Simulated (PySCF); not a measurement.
SMILES C(C)(c1ccc(cc1)F)C (C9H11F) (GFN2-xTB optimised geometry):

```
21

C     -2.042    -1.989    -1.221
C     -1.135    -1.878     0.006
C     -1.946    -2.021     1.296
C     -0.372    -0.576     0.000
C     -1.036     0.645     0.001
C     -0.338     1.839     0.000
C      1.044     1.801    -0.001
F      1.734     2.963    -0.002
C      1.736     0.606     0.000
C      1.018    -0.576     0.000
H     -2.815    -1.225    -1.204
H     -2.525    -2.963    -1.243
H     -1.462    -1.870    -2.134
H     -0.410    -2.698    -0.033
H     -2.697    -1.238     1.369
H     -1.293    -1.951     2.163
H     -2.450    -2.984     1.318
H     -2.115     0.673     0.003
H     -0.849     2.789     0.000
H      2.815     0.609     0.000
H      1.551    -1.516     0.000
```

Method: CAM-B3LYP/def2-SVP (PySCF).

What are the frontier orbital energies and the dipole moment?

HOMO-2 -10.72 eV, HOMO-1 -8.74 eV, HOMO -8.02 eV, LUMO 0.85 eV, LUMO+1 1.28 eV; dipole moment 1.90 D.

Meta-Löwdin charges at CAM-B3LYP/def2-SVP: C1 -0.28, C2 -0.04, C3 -0.28, C4 0.01, C5 -0.11, C6 -0.14, C7 0.28, F8 -0.27, C9 -0.14, C10 -0.10, H11 0.09, H12 0.09, H13 0.10, H14 0.08, H15 0.09, H16 0.10, H17 0.09, H18 0.10, H19 0.12, H20 0.12, H21 0.10.
